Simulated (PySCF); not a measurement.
A calculated (wB97M-V, PySCF 2.14, x2c-QZVPPall, scalar relativity by spin-free X2C-1e) atom or ion has these occupied shells.

```tsv
shell	electrons	orbital energy (eV)	rms radius, mean of both spins (bohr)
1s α	1	-24221.9	0.0365
1s β	1	-24221.9	0.0365
2s α	1	-3565.7	0.150
2s β	1	-3565.4	0.150
2p α	3	-3194.1	0.133
2p β	3	-3193.9	0.133
3s α	1	-657.75	0.404
3s β	1	-657.62	0.404
3p α	3	-534.59	0.407
3p β	3	-534.45	0.407
3d α	5	-339.89	0.390
3d β	5	-339.65	0.390
4s α	1	-96.795	1.01
4s β	1	-95.872	1.01
4p α	3	-61.367	1.12
4p β	3	-60.305	1.12
4d α	5	-11.253	1.66
4d β	4	-10.387	1.66
5s α	1	-6.957	3.49
```

(1) Name the element and its charge.

Answers

(1) Pd (palladium, neutral), in [Kr] 4d9 5s1, high-spin 3D determinant (an excited configuration).
